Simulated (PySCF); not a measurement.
CH8O2Si3, SMILES C[Si@H]1O[SiH2][Si@@H]1O.

Geometry optimised at B3LYP-D3(BJ)/def2-SVP. The structure was generated by enumeration; whether it is a known compound was not checked. Other conformers were not sampled.

Two levels are set side by side: PBE/def2-TZVP (PySCF) and M06-2X/def2-TZVP (PySCF). Same geometry, gas phase. Differences are taken from unrounded values.

```tsv
quantity	M06-2X	PBE	PBE minus M06-2X
orbital gap (eV)	7.51	3.88	-3.64
highest occupied level (eV)	-7.80	-5.76	2.04
lowest empty level (eV)	-0.29	-1.89	-1.60
dipole moment (D)	0.87	0.95	0.08
mean polarisability (bohr³)	97.4	102.9	5.5
```

Without exact exchange PBE keeps part of each electron's self-repulsion, which lifts occupied levels and narrows the gap. PBE's more diffuse valence density responds more strongly to a field. Differences between two approximate levels are no errors against the true value.

Rough cost on one machine, each run with all the roots and properties that it gave: M06-2X against PBE about 4 times.
